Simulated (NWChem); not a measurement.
## Polarisability of H$_{2}$Zn

```xyz
3

Zn     0.0000     0.0000     0.0000
H      0.0000     0.0000     1.5501
H      0.0000     0.0000    -1.5501
```
Charge 0, spin multiplicity 1.

All runs are NWChem calculations. Structure: optimised with PBE0/def2-SVP, a minimum by its harmonic frequencies.

Basis set: def2-SVPD. The field's frequency is 0.0428 Ha (1065 nm).

The correlated methods keep 9 core orbitals frozen. B3LYP has NWChem's definition, with VWN1-RPA local correlation. The structure started from a generated list of species. Coupled-cluster values serve here as a point of comparison, not as the truth.

```
method                isotropic polarisability (bohr³)
--------------------  --------------------------------
LDA (SVWN5)                                      30.74
HF                                               26.96
PBE                                                [?]
B3LYP                                              [?]
CCSD linear response                               [?]
```

Problem. Fill in the missing entries.

Solution. 
- PBE, isotropic polarisability (bohr³): 30.39
- B3LYP, isotropic polarisability (bohr³): 29.28
- CCSD linear response, isotropic polarisability (bohr³): 28.50
